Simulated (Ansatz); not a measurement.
Consider the ligand exchange at the Si–C bond: `BC(C)(F)[SiH3]` + `[CH3][Ga]([CH3])[OH]` → `[CH3][Ga]([CH3])[O][SiH3]` + `BC(C)F`.

Isolated molecules relaxed with PBE0-D4/def2-TZVP in Ansatz; ΔE leaves out vibrations. CCSD(T)/CBS adds triple-zeta CCSD(T) − MP2 to the extrapolated MP2 energy (def2 sets, frozen cores). DFT in def2-TZVPP. B3LYP here is the variant with VWN-RPA as its local correlation; programs differ in this. HSE06 is defined as in plane-wave codes. For Ga outer-core shells are correlated without core-valence functions, which leaves a few kJ/mol of doubt a bond. Scalar relativity is left out up to krypton. One conformer a species, not always the lowest.

```csv
level,ΔE (kJ/mol),difference from CCSD(T)/CBS
PBE-D4,-85.5,28.4
BLYP-D4,-104.8,9.1
r2SCAN-D4,-104.0,9.9
PBE0-D4,-100.6,13.3
B3LYP-D4,-116.0,-2.1
r2SCANh-D4,-107.6,6.3
r2SCAN0-D4,-112.6,1.3
HSE06-D4,-100.4,13.5
BHLYP-D4,-134.7,-20.8
CAM-B3LYP-D4,-122.6,-8.7
ωB97X-V,-115.4,-1.5
ωB97M-V,-109.5,4.4
B2PLYP,-120.7,-6.8
PBE-QIDH,-113.6,0.3
PBE,-87.6,26.3
revPBE,-92.8,21.1
BLYP,-110.3,3.6
r2SCAN,-104.3,9.6
PBE0,-102.3,11.6
B3LYP,-119.7,-5.8
r2SCANh,-107.9,6.0
r2SCAN0,-112.9,1.0
HSE06,-101.9,12.0
BHLYP,-136.5,-22.6
CAM-B3LYP,-124.1,-10.2
RPA@PBE/def2-TZVPP,-115.6,-1.7
HF/def2-SVP,-159.7,-45.8
MP2/def2-SVP,-114.9,-1.0
CCSD(T)/def2-SVP,-112.4,1.5
HF/def2-TZVPP,-166.5,-52.6
MP2/def2-TZVPP,-116.8,-2.9
SCS-MP2/def2-TZVPP,-126.5,-12.6
CCSD/def2-TZVPP,-124.0,-10.1
CCSD(T)/def2-TZVPP,-115.7,-1.8
HF/def2-QZVPP,-168.0,-54.1
MP2/def2-QZVPP,-116.2,-2.3
SCS-MP2/def2-QZVPP,-126.1,-12.2
HF/CBS(def2),-168.2,-54.3
MP2/CBS(def2),-114.9,-1.0
CCSD/CBS(def2),-122.2,-8.3
CCSD(T)/CBS,-113.9,0
```

Largest T1 diagnostic among the species: 0.013.

From PBE to PBE0 (25 % exact exchange), in def2-TZVPP and without D4, ΔE moves by −14.7 kJ/mol. The D4 term adds +3.7 kJ/mol with B3LYP and +1.6 kJ/mol with PBE0; it sums over pairs of atoms, weighted by their polarisabilities, and B3LYP, whose exchange is more repulsive, gets the larger term.
